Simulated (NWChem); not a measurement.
Species: C2H4F2Si; SMILES C=C(F)[SiH2]F

Program: NWChem. Pople sets run with spherical d functions. Structure relaxed at the B3LYP/6-31G* (spherical d) level. Level: B3LYP/6-31G* with SMD, gas-phase geometry; reactions with the solvents are ignored. One conformer.

| SMD term (kcal/mol) | water | toluene |
|---|---|---|
| distortion of the solute's density | 0.24 | 0.07 |
| polarisation | -2.77 | -1.50 |
| cavity, dispersion and structure | 4.70 | 0.49 |

Problem. Sum the solvation free energies, find the transfer free energy from water to toluene and the partition coefficient at 298.15 K.

Solution. 
1. ΔG(solv, water) = 2.17 kcal/mol and ΔG(solv, toluene) = -0.94 kcal/mol (1 M gas to 1 M solution).
2. Transfer: -0.94 − (2.17) = -3.11 kcal/mol.
3. log₁₀ K(toluene/water) = −ΔG/(RT ln 10) = 3.11/1.364 = 2.3, so the model puts more of the solute in toluene.
4. Of the transfer energy, 1.10 kcal/mol is electrostatic and -4.21 comes from the non-electrostatic term. The two phases are taken as the pure solvents.
